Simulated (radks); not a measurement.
Values are calculated unless marked as measured or tabulated.
Isoelectronic series with 16 electrons, all held in the configuration [Ne] 3s2 3p4, which need not be the ground one along the series. Level of theory: scalar-relativistic Kohn-Sham, PBEsol, spin-polarised, spherical densities, point nucleus; open shells are filled with parallel spins first (a radial shooting solver on a logarithmic mesh with Libxc functionals). Total energies (hartree) and orbital eigenvalues (eV):

[
 {"ion": "S", "E (hartree)": "-398.43642", "3p down": "-5.9647", "3p up": "-7.6461"},
 {"ion": "Cl+", "E (hartree)": "-460.27014", "3p down": "-18.1615", "3p up": "-20.2348"},
 {"ion": "Ar2+", "E (hartree)": "-526.88877", "3p down": "-33.9483", "3p up": "-36.3892"},
 {"ion": "K3+", "E (hartree)": "-598.28847", "3p down": "-53.1046", "3p up": "-55.8990"},
 {"ion": "Ca4+", "E (hartree)": "-674.47169", "3p down": "-75.5229", "3p up": "-78.6617"},
 {"ion": "Sc5+", "E (hartree)": "-755.44446", "3p down": "-101.1417", "3p up": "-104.6189"},
 {"ion": "Ti6+", "E (hartree)": "-841.21521", "3p down": "-129.9231", "3p up": "-133.7344"},
 {"ion": "V7+", "E (hartree)": "-931.79411", "3p down": "-161.8426", "3p up": "-165.9850"},
 {"ion": "Cr8+", "E (hartree)": "-1027.19278", "3p down": "-196.8842", "3p up": "-201.3553"},
 {"ion": "Mn9+", "E (hartree)": "-1127.42404", "3p down": "-235.0375", "3p up": "-239.8355"},
 {"ion": "Fe10+", "E (hartree)": "-1232.50180", "3p down": "-276.2958", "3p up": "-281.4194"},
 {"ion": "Co11+", "E (hartree)": "-1342.44097", "3p down": "-320.6553", "3p up": "-326.1035"},
 {"ion": "Ni12+", "E (hartree)": "-1457.25742", "3p down": "-368.1142", "3p up": "-373.8862"},
 {"ion": "Cu13+", "E (hartree)": "-1576.96793", "3p down": "-418.6724", "3p up": "-424.7677"},
 {"ion": "Zn14+", "E (hartree)": "-1701.59021", "3p down": "-472.3311", "3p up": "-478.7492"},
 {"ion": "Ga15+", "E (hartree)": "-1831.14282", "3p down": "-529.0923", "3p up": "-535.8329"},
 {"ion": "Ge16+", "E (hartree)": "-1965.64524", "3p down": "-588.9592", "3p up": "-596.0221"},
 {"ion": "As17+", "E (hartree)": "-2105.11783", "3p down": "-651.9354", "3p up": "-659.3206"},
 {"ion": "Se18+", "E (hartree)": "-2249.58183", "3p down": "-718.0256", "3p up": "-725.7329"}
]
